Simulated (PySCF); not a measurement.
**Ionisation energy of Gd⁴⁹⁺ by level of theory**

Gd⁴⁹⁺ [Ne] 3s2 3p3 [3p1/2^2 3p3/2^1, M_J = 3/2] → Gd⁵⁰⁺ [Ne] 3s2 3p2 [3p1/2^2, M_J = 0], as a difference of total energies. Calculation: PySCF 2.14, in an even-tempered Gaussian basis (18 s from 13 bohr⁻², ratio 2.4; 14 p from 16 bohr⁻², ratio 2.4; 4 d from 58 bohr⁻², ratio 2.6; 4 f from 87 bohr⁻², ratio 2.6); the two-component X2C-1e Hamiltonian. Correlated levels: 1s2 frozen; the 54 highest virtual spinors dropped. "Screened" scales the spin-orbit matrix elements by Boettger's factors to mimic the two-electron term; Breit and QED terms are absent.

| method | ionisation energy (eV) |
| --- | --- |
| GHF (spin-free) | 4365.2 |
| GMP2 (spin-free) | 4365.6 |
| GHF (screened spin-orbit) | 4296.7 |
| GMP2 (screened spin-orbit) | 4297.1 |

Breit and QED terms and the two-electron picture change are absent.

The spin-free rows relax to the high-spin LS determinant and lack the spin-orbit shift.

The labels give the starting determinants; with spin-orbit coupling the two ends relaxed to ⟨J²⟩ = 3.75, ⟨L²⟩ = 2.50, ⟨S²⟩ = 1.53 and ⟨J²⟩ = 0.00, ⟨L²⟩ = 1.34, ⟨S²⟩ = 1.34.

For comparison: 4294 ± 4 eV (theoretical estimate listed by NIST; NIST Atomic Spectra Database, ionization energies).
